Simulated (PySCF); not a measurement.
Match the calculated data to a structure.

All candidates are C5H9NO.

* Rotational structure: rotational constants A, B, C: 6.655, 1.466, 1.339 GHz [GFN2-xTB]
* Dipole: 3.94 D [wB97X-D/def2-SVPD]
* Triplet: lowest triplet excitation (Tamm–Dancoff): 5.44 eV [TDA wB97X-D/def2-SVPD]
* NMR, other nuclei: isotropic shieldings of nuclei other than C and H, by class: 126 (1 N), -86 (1 O) ppm [GIAO PBE0/pcSseg-1]
* Couplings: largest of the computed one-bond spin–spin couplings (means over like bonds): 13C–1H +185.8, 13C–1H +168.0 (×2), 13C–1H +163.7 (×2), 13C–1H +133.6 (×3), 15N–1H -93.0, 13C–13C +53.6, 17O–13C +27.8, 13C–13C +18.0 (×2) Hz [B3LYP/pcJ-1, spin–dipole term left out for some pairs]
* UV, first state: lowest singlet excitation: 5.89 eV (211 nm, f = 0.001) [TDDFT wB97X-D/def2-SVPD]
* UV, strongest line: among the 8 lowest singlet transitions: S3 at 7.03 eV (176 nm, f = 0.294) [TDDFT wB97X-D/def2-SVPD]
* 13C NMR: chemical shifts (computed TMS as zero) by class: 168.4 (1 C), 25.0 (1 C), 24.5 (1 C), 7.3 (2 C) ppm [GIAO PBE0/pcSseg-1]
* Polarisability: 70.1 au [wB97X-D/def2-SVPD]
* 1H NMR: chemical shifts (computed TMS as zero) by class: 3.84 (1 H), 3.63 (1 H), 1.84 (3 H), 0.71 (2 H), 0.16 (2 H) ppm [GIAO PBE0/pcSseg-1]

Gas-phase values; electronic properties from PySCF, density fitting. Levels stand in brackets. Geometry: GFN2-xTB, one conformer, isolated molecule. NMR values are class means; diastereotopic atoms form classes of their own.

Question: Which candidate is it?
A. `CC(=O)NC1CC1`
B. `CC(C)(C)N=C=O`
C. `C=CC(=O)N(C)C`
D. `COCCCC#N`

Answer: A. It is `CC(=O)NC1CC1`. Numbering: `[CH3:1][C:2](=[O:3])[NH:4][CH:5]1[CH2:6][CH2:7]1`. Its formula, C5H9NO, gives 2 degrees of unsaturation: 1 ring and 1 π bond in the structure found. 5 carbons fall into 4 classes; from least to most shielded: amide carbonyl carbon [C2] (168.4 ppm), ring sp3 carbon bound to nitrogen [C5] (25.0 ppm), methyl carbon next to a carbonyl [C1] (24.5 ppm), three-membered-ring carbon [C6/C7] (7.3 ppm, 2 C). Hydrogen classes from least to most shielded: 1 H on an sp3 carbon bound to nitrogen, C5 (3.84 ppm), 1 H on an amide nitrogen, N4 (3.63 ppm), 3 H on a methyl carbon next to a carbonyl, C1 (1.84 ppm), 2 H on 2 three-membered-ring carbons, C6/C7 (0.71 ppm), 2 H on 2 three-membered-ring carbons, C6/C7 (0.16 ppm). The other shieldings belong to: 126 ppm, amide nitrogen [N4]; -86 ppm, amide oxygen [O3]. The couplings run between: +185.8 Hz, sp3 carbon bound to nitrogen [C5] and its hydrogen; +168.0 Hz, three-membered-ring carbon [C6] and its hydrogen (with 1 like pair); +163.7 Hz, three-membered-ring carbon [C6] and its hydrogen (with 1 like pair); +133.6 Hz, methyl carbon next to a carbonyl [C1] and its hydrogen (with 2 like pairs); -93.0 Hz, amide nitrogen [N4] and its hydrogen; +53.6 Hz, methyl carbon next to a carbonyl [C1] and amide carbonyl carbon [C2]; +27.8 Hz, amide oxygen [O3] and amide carbonyl carbon [C2]; +18.0 Hz, sp3 carbon bound to nitrogen [C5] and three-membered-ring carbon [C6] (with 1 like pair). The optimised geometry has point group Cs and is an asymmetric top.

The others, at the same levels:
- `COCCCC#N` fails: it has 5 carbon classes against 4; its computed 13C shifts are 124.3 (1 C), 72.9 (1 C), 61.5 (1 C), 31.3 (1 C), 14.0 (1 C) ppm, 1H shifts are 3.64 (2 H), 3.61 (3 H), 2.47 (2 H), 1.73 (2 H) ppm and rotational constant A is 4.746 GHz (against 6.655 GHz).
- `C=CC(=O)N(C)C` fails: it has 5 carbon classes against 4; its computed 13C shifts are 168.4 (1 C), 137.0 (1 C), 136.7 (1 C), 37.7 (1 C), 35.3 (1 C) ppm, 1H shifts are 6.72 (1 H), 6.62 (1 H), 6.01 (1 H), 3.19 (3 H), 3.05 (3 H) ppm and rotational constant A is 4.712 GHz (against 6.655 GHz).
- `CC(C)(C)N=C=O` fails: it has 3 carbon classes against 4; its computed 13C shifts are 122.8 (1 C), 52.1 (1 C), 34.3 (3 C) ppm, 1H shifts are 1.36 (9 H) ppm and rotational constant A is 4.566 GHz (against 6.655 GHz).

Each candidate is one conformer, not necessarily the lowest. The conformers computed, where there is a choice (atom-mapped SMILES and torsion angles):
- `[CH3:1][C:2](=[O:3])[NH:4][CH:5]1[CH2:6][CH2:7]1`: C1–C2–N4–C5 180°, C2–N4–C5–C6 -145°
- `[CH3:1][O:2][CH2:3][CH2:4][CH2:5][C:6]#[N:7]`: C1–O2–C3–C4 178°, O2–C3–C4–C5 -63°, C3–C4–C5–C6 -66°
- `[CH2:1]=[CH:2][C:3](=[O:4])[N:5]([CH3:6])[CH3:7]`: C1–C2–C3–O4 28°, C2–C3–N5–C6 4°
- `[CH3:1][C:2]([CH3:3])([CH3:4])[N:5]=[C:6]=[O:7]`: C1–C2–N5–C6 -61°
